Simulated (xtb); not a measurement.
Job for xtb: GFN2-xTB on H4OSi2 (SMILES O[Si][SiH3]), a point of a torsion scan.

```
$ xtb mol.xyz --gfn 2 --opt vtight --chrg 0 --uhf 0 --input xcontrol
7

O      2.29410400    -0.15772864     0.03167937
Si     0.93195859    -1.18575044    -0.02884940
Si    -0.98559585    -0.03642437    -0.00597435
H      2.04344973     0.79424071     0.01467469
H     -0.75215817     1.41229804     0.05737045
H     -1.70232557    -0.47039365     1.20823399
H     -1.80643724    -0.31955144    -1.19293395
$constrain
  force constant=1.0
  dihedral: 1,2,3,5,0.0
$end
```

It printed:

```
[...]
           -------------------------------------------------
          |                Calculation Setup                |
           -------------------------------------------------



           -------------------------------------------------
          |                 G F N 2 - x T B                 |
           -------------------------------------------------

        Reference                      10.1021/acs.jctc.8b01176
      * Hamiltonian:
        H0-scaling (s, p, d)           1.850000    2.230000    2.230000
        zeta-weighting                 0.500000
      * Dispersion:
        s8                             2.700000
        a1                             0.520000
        a2                             5.000000
        s9                             5.000000
      * Repulsion:
        kExp                           1.500000    1.000000
        rExp                           1.000000
      * Coulomb:
        alpha                          2.000000
        third order                    shell-resolved
        anisotropic                    true
        a3                             3.000000
        a5                             4.000000
        cn-shift                       1.200000
        cn-exp                         4.000000
        max-rad                        5.000000


          ...................................................
          :                      SETUP                      :
          :.................................................:
          :  # basis functions                  28          :
          :  # atomic orbitals                  26          :
          :  # shells                           12          :
          :  # electrons                        18          :
          :  max. iterations                   250          :
          :  Hamiltonian                  GFN2-xTB          :
          :  restarted?                      false          :
          :  GBSA solvation                  false          :
          :  PC potential                    false          :
          :  electronic temp.          300.0000000     K    :
          :  accuracy                    1.0000000          :
          :  -> integral cutoff          0.2500000E+02      :
          :  -> integral neglect         0.1000000E-07      :
          :  -> SCF convergence          0.1000000E-05 Eh   :
          :  -> wf. convergence          0.1000000E-03 e    :
          :  Broyden damping             0.4000000          :
          :  net charge                          0          :
          :  unpaired electrons                  0          :
          ...................................................

 iter      E             dE          RMSdq      gap      omega  full diag
   1     -9.5579289 -0.955793E+01  0.107E+01    1.36       0.0  T
   2     -9.5893603 -0.314314E-01  0.650E+00    1.64       1.0  T
   3     -9.5866659  0.269441E-02  0.508E+00    1.48       1.0  T
   4     -9.5995241 -0.128582E-01  0.187E+00    1.66       1.0  T
   5     -9.6015169 -0.199287E-02  0.504E-01    1.77       1.0  T
   6     -9.6015360 -0.191022E-04  0.275E-01    1.78       1.0  T
   7     -9.6016138 -0.778136E-04  0.167E-01    1.79       1.0  T
   8     -9.6016323 -0.184771E-04  0.329E-02    1.78       1.1  T
   9     -9.6016326 -0.312273E-06  0.130E-02    1.78       2.9  T
  10     -9.6016329 -0.223500E-06  0.562E-03    1.78       6.7  T
  11     -9.6016329 -0.139846E-07  0.157E-03    1.78      24.0  T
  12     -9.6016329 -0.370537E-09  0.660E-04    1.78      57.3  T
  13     -9.6016329 -0.504027E-09  0.216E-04    1.78     174.9  T

   *** convergence criteria satisfied after 13 iterations ***

         #    Occupation            Energy/Eh            Energy/eV
      -------------------------------------------------------------
         1        2.0000           -0.7471740             -20.3316
       ...           ...                  ...                  ...
         3        2.0000           -0.5930109             -16.1366
         4        2.0000           -0.5229482             -14.2301
         5        2.0000           -0.4609675             -12.5436
         6        2.0000           -0.4320199             -11.7559
         7        2.0000           -0.4218135             -11.4781
         8        2.0000           -0.4202186             -11.4347
         9        2.0000           -0.3135944              -8.5333 (HOMO)
        10                         -0.2480799              -6.7506 (LUMO)
        11                         -0.1946880              -5.2977
        12                         -0.1653743              -4.5001
        13                         -0.1581618              -4.3038
        14                         -0.1288932              -3.5074
       ...                                ...                  ...
        26                          0.9566015              26.0305
      -------------------------------------------------------------
                  HL-Ga
[...]
.                  ...
        26                          1.0121551              27.5421
      -------------------------------------------------------------
                  HL-Gap            0.0734642 Eh            1.9991 eV
             Fermi-level           -0.2783015 Eh           -7.5730 eV

 SCC (total)                   0 d,  0 h,  0 min,  0.003 sec
 SCC setup                      ...        0 min,  0.000 sec (  1.614%)
 Dispersion                     ...        0 min,  0.000 sec (  0.597%)
 classical contributions        ...        0 min,  0.000 sec (  0.241%)
 integral evaluation            ...        0 min,  0.001 sec ( 18.468%)
 iterations                     ...        0 min,  0.001 sec ( 16.235%)
 molecular gradient             ...        0 min,  0.002 sec ( 58.770%)
 printout                       ...        0 min,  0.000 sec (  3.682%)

         :::::::::::::::::::::::::::::::::::::::::::::::::::::
         ::                     SUMMARY                     ::
         :::::::::::::::::::::::::::::::::::::::::::::::::::::
         :: total energy              -9.553660049811 Eh    ::
         :: gradient norm              0.000055180909 Eh/a0 ::
         :: HOMO-LUMO gap              1.999063104756 eV    ::
         ::.................................................::
         :: SCC energy                -9.617158986800 Eh    ::
         :: -> isotropic ES            0.033065316552 Eh    ::
         :: -> anisotropic ES         -0.002752042157 Eh    ::
         :: -> anisotropic XC         -0.007302306186 Eh    ::
         :: -> dispersion             -0.004186157274 Eh    ::
         :: repulsion energy           0.063498936235 Eh    ::
         :: add. restraining           0.000000000754 Eh    ::
         :: total charge               0.000000000000 e     ::
         :::::::::::::::::::::::::::::::::::::::::::::::::::::

           -------------------------------------------------
          |                Property Printout                |
           -------------------------------------------------

    * Orbital Energies and Occupations

         #    Occupation            Energy/Eh            Energy/eV
      -------------------------------------------------------------
         1        2.0000           -0.7452633             -20.2796
         2        2.0000           -0.6749470             -18.3662
         3        2.0000           -0.6126188             -16.6702
         4        2.0000           -0.5160745             -14.0431
         5        2.0000           -0.4766129             -12.9693
         6        2.0000           -0.4364783             -11.8772
         7        2.0000           -0.4057615             -11.0413
         8        2.0000           -0.4026889             -10.9577
         9        2.0000           -0.3150336              -8.5725 (HOMO)
        10                         -0.2415694              -6.5734 (LUMO)
        11                         -0.1979555              -5.3866
        12                         -0.1554095              -4.2289
        13                         -0.1440491              -3.9198
        14                         -0.1133564              -3.0846
        15                         -0.0757375              -2.0609
        16                         -0.0739350              -2.0119
        17                         -0.0336569              -0.9159
        18                          0.0010023               0.0273
        19                          0.0573950               1.5618
        20                          0.0695743               1.8932
       ...                                ...                  ...
        26                          1.0121551              27.5421
      -------------------------------------------------------------
                  HL-Gap            0.0734642 Eh            1.9991 eV
             Fermi-level           -0.2783015 Eh           -7.5730 eV

     #   Z          covCN         q      C6AA      α(0)
     1   8 O        1.575    -0.485    22.623     6.418
     2  14 Si       1.720     0.359   186.528    29.030
     3  14 Si       3.693     0.323   101.689    19.315
     4   1 H        0.806     0.287     0.762     1.371
     5   1 H        0.914    -0.119     6.302     3.927
     6   1 H        0.915    -0.182     9.564     4.837
     7   1 H        0.915    -0.182     9.562     4.837

 Mol. C6AA /au·bohr⁶  :       1412.604183
 Mol. C8AA /au·bohr⁸  :      63981.927340
 Mol. α(0) /au        :         69.735541


Wiberg/Mayer (AO) data.
largest (>0.10) Wiberg bond orders for each atom

 ---------------------------------------------------------------------------
     #   Z sym  total        # sym  WBO       # sym  WBO       # sym  WBO
 ---------------------------------------------------------------------------
     1   8 O    2.190 --     2 Si   1.285     4 H    0.873
     2  14 Si   2.548 --     1 O    1.285     3 Si   1.123
     3  14 Si   3.825 --     2 Si   1.123     6 H    0.893     7 H    0.893
                             5 H    0.884
     4   1 H    0.918 --     1 O    0.873
     5   1 H    0.986 --     3 Si   0.884
     6   1 H    0.967 --     3 Si   0.893
     7   1 H    0.967 --     3 Si   0.893
 ---------------------------------------------------------------------------

Topologies differ in total number of bonds
Writing topology from bond orders to xtbtopo.mol

molecular dipole:
                 x           y           z       tot (Debye)
 q only:        0.718      -0.219      -0.014
   full:        0.391       0.477       0.016       1.569
molecular quadrupole (traceless):
                xx          xy          yy          xz          yz          zz
 q only:       -5.102       1.599       4.623       0.123       0.151       0.479
  q+dip:       -4.502       4.376       2.814       0.229       0.035       1.689
   full:       -4.494       6.225       0.340       0.319      -0.177       4.154

           -------------------------------------------------
          |                Geometry Summary                 |
           -------------------------------------------------

      molecular mass/u    :       76.2021653
   center of mass at/Å    :        0.4484895      -0.4472026      -0.0091616
  moments of inertia/u·Å² :        0.2497567E+02   0.1427612E+03   0.1622106E+03
rotational constants/cm⁻¹ :        0.6749623E+00   0.1180828E+00   0.1039244E+00

 * 6 selected distances

     #   Z          #   Z                                           value/Å
     1   8 O        2  14 Si                                      1.6288886
     2  14 Si       3  14 Si                                      2.2890537 (max)
     1   8 O        4   1 H                                       0.9580159 (min)
     3  14 Si       5   1 H                                       1.4779560
     3  14 Si       6   1 H                                       1.4756812
     3  14 Si       7   1 H                                       1.4756745

 * 4 distinct bonds (by element types)

   Z      Z             #   av. dist./Å        max./Å        min./Å
   1 H    8 O           1     0.9580159     0.9580159     0.9580159
   1 H   14 Si          3     1.4764372     1.4779560     1.4756745
   8 O   14 Si          1     1.6288886     1.6288886     1.6288886
  14 Si  14 Si          1     2.2890537     2.2890537     2.2890537


optimized geometry written to: xtbopt.xyz


           -------------------------------------------------
          | TOTAL ENERGY               -9.553660049811 Eh   |
          | GRADIENT NORM               0.000055180909 Eh/α |
          | HOMO-LUMO GAP               1.999063104756 eV   |
           -------------------------------------------------

------------------------------------------------------------------------
------------------------------------------------------------------------
 total:
 SCF:
 ANC optimizer:
Note: The following floating-point exceptions are signalling: IEEE_UNDERFLOW_FLAG IEEE_DENORMAL
normal termination of xtb
```

The run finished.

Warnings raised: the energy holds the restraint's term.

Cost: around 0.08 core-seconds (rough).
